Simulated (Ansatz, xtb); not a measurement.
## Two structures of CHClSiZn

We compare I, a singlet given by its coordinates, with II, `Cl[Si]1=[CH][Zn]1`, a singlet. Both are isolated molecules in the gas phase, relaxed with PBE0-D3(BJ)/pcseg-1.

I (Å):

```yaml
atoms:
  - { symbol: C, position_ang: [-2.3969, -1.0410, -1.3823] }
  - { symbol: Cl, position_ang: [1.1990, -2.6861, -2.3600] }
  - { symbol: Si, position_ang: [-2.3752, 0.2072, -2.5019] }
  - { symbol: Zn, position_ang: [-0.6419, -1.7245, -1.9653] }
  - { symbol: H, position_ang: [-2.7596, -1.6771, -0.5737] }
```

Close contacts (Å): C1–Si3 1.68, C1–Zn4 1.97, Cl2–Zn4 2.11, Si3–Zn4 2.65, C1–H5 1.09.

II (Å):

```
atom    x (Å)    y (Å)   z (Å)
   C   1.6574  -1.6943  0.7127
  Cl  -1.4823  -0.6843  0.6789
  Si  -0.0320  -2.2052  0.8552
  Zn   1.8677  -3.5978  0.9949
   H   2.2722  -0.8033  0.5534
```

Estimate E(II) − E(I) at the level CCSD(T)/def2-TZVP.

Calculated at CCSD(T)/def2-TZVP: E(II) − E(I) = +1.697 eV, so structure I lies lower.

How the difference moves with the method:

```json
{"level": "PBE0-D3(BJ)/pcseg-1", "geometry": "PBE0-D3(BJ)/pcseg-1", "E(II) − E(I) (eV)": "+1.796", "departure from the last row (eV)": "+0.100", "job, with rough time for the two": "optimisation, 54 s"}
{"level": "HF/def2-TZVP", "geometry": "PBE0-D3(BJ)/pcseg-1", "E(II) − E(I) (eV)": "+2.270", "departure from the last row (eV)": "+0.574", "job, with rough time for the two": "part of the CCSD(T) run"}
{"level": "MP2/def2-TZVP", "geometry": "PBE0-D3(BJ)/pcseg-1", "E(II) − E(I) (eV)": "+1.700", "departure from the last row (eV)": "+0.003", "job, with rough time for the two": "part of the CCSD(T) run"}
{"level": "CCSD(T)/def2-TZVP", "geometry": "PBE0-D3(BJ)/pcseg-1", "E(II) − E(I) (eV)": "+1.697", "departure from the last row (eV)": "", "job, with rough time for the two": "single point, 2.9 min"}
```

None of the levels shown reverses the order. The largest departure from CCSD(T)/def2-TZVP is that of HF/def2-TZVP, 0.574 eV. Levels run at GFN2-xTB geometries aren't shown.

With harmonic frequencies from PBE0-D3(BJ)/pcseg-1 (ideal gas, rigid rotor, one conformer each, 298.15 K, 1 atm): on the last row, ΔE + ΔZPE = +1.706, ΔH = +1.698, ΔG = +1.712 eV.

The T1 diagnostic of structure II is large, so the coupled-cluster value is less sure. The correlated steps freeze 16 core orbitals; the last core shell of Zn is correlated, in a basis made for valence electrons. Run with Ansatz 0.2.0; the last row on 2 threads of AMD EPYC 7R43 64-Core Processor (Zen 3) on a shared host.
